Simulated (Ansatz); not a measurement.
C2H4N, doublet, geometry from GFN2-xTB. Base run: HF/def2-SV(P) (Ansatz, an electronic-structure program).

Input for Ansatz:
Ansatz 0.2 input:
```yaml
crystal:
  periodic: [false, false, false]
  atoms:
    - {symbol: C, position_ang: [1.31120828, -0.15668231, -0.21200825]}
    - {symbol: N, position_ang: [0.11562011, -0.33131293, -0.26397662]}
    - {symbol: C, position_ang: [-1.07674994, 0.25688588, 0.27315521]}
    - {symbol: H, position_ang: [1.96810973, 0.54605768, 0.28532144]}
    - {symbol: H, position_ang: [-1.70417788, 0.56801654, -0.56204592]}
    - {symbol: H, position_ang: [-1.60723309, -0.51156564, 0.83538198]}
    - {symbol: H, position_ang: [-0.87278958, 1.11546051, 0.92229710]}
basis:
  gaussian:
    orbitals: def2-SV_P_.json
hamiltonian:
  xc: hf
magnetization: {spin_polarized: true, initial_magnetization: 1}
```
The basis file holds def2-SV(P) in the JSON format of the Basis Set Exchange.

The bond that is stretched is that between atoms 5 and 3. A test that says stable can miss a lower solution.

Each row names what was changed in the base input (with any setting that the change needs).

```tsv
change	ΔE vs base (kcal/mol)	<S^2>	stability test says
base	0.000	0.815	minimum
spin_polarized = on; lower_state_search = off	0.000	0.815	undecided (no full test)
spin_polarized = on; lower_state_search = standard	0.000	0.815	minimum
bond × 1.25	19.41	0.818	minimum
spin_polarized = on; lower_state_search = off; bond × 1.25	19.41	0.818	undecided (no full test)
spin_polarized = on; lower_state_search = standard; bond × 1.25	19.41	0.818	minimum
bond × 1.5	50.98	0.975	minimum
spin_polarized = on; lower_state_search = off; bond × 1.5	50.98	0.975	undecided (no full test)
spin_polarized = on; lower_state_search = standard; bond × 1.5	50.98	0.975	minimum
bond × 1.8	71.6	1.535	minimum
spin_polarized = on; lower_state_search = off; bond × 1.8	71.6	1.535	undecided (no full test)
spin_polarized = on; lower_state_search = standard; bond × 1.8	71.6	1.535	minimum
bond × 2.2	79.1	1.794	minimum
spin_polarized = on; lower_state_search = off; bond × 2.2	79.1	1.794	undecided (no full test)
spin_polarized = on; lower_state_search = standard; bond × 2.2	79.1	1.794	minimum
bond × 3.0	81.2	1.887	minimum
spin_polarized = on; lower_state_search = off; bond × 3.0	88.9	1.780	undecided (no full test)
spin_polarized = on; lower_state_search = standard; bond × 3.0	81.2	1.887	minimum
```

On stretching, the SCF can end on different states; <S^2> shows the spin contamination of each.
